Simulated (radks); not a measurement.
Values are calculated unless marked as measured or tabulated.
Mean orbital radii <r> (bohr) of neutral ruthenium, [Kr] 4d7 5s1, at several levels of relativity; Dirac values are averaged over j with weights 2j + 1. Spin-unpolarised spherical Kohn-Sham, PBE, point nucleus unless stated (finite: rms radius 4.4809 fm), a radial shooting solver on a logarithmic mesh with Libxc functionals. A level marked "c x" has the speed of light scaled by that factor and shares open shells by 2j + 1; other Dirac levels either fill j = l - 1/2 first or share by 2j + 1.

shell  non-rel.  scalar-rel.  scalar-rel., finite nucleus  Dirac, c x 1.5  change of magnitude, last against first (%)
1s      0.03463      0.03344                      0.03344         0.03411                                        -1.51
2s       0.1509       0.1457                       0.1457          0.1484                                        -1.62
2p       0.1291       0.1270                       0.1270          0.1281                                        -0.80
3s       0.4148       0.4027                       0.4027          0.4094                                        -1.31
3p       0.4083       0.4030                       0.4030          0.4059                                        -0.60
3d       0.3836       0.3841                       0.3841          0.3838                                        +0.06
4s        1.048        1.019                        1.019           1.035                                        -1.23
4p        1.141        1.128                        1.128           1.135                                        -0.49
4d        1.677        1.702                        1.702           1.688                                        +0.65
5s        3.539        3.389                        3.389           3.473                                        -1.85
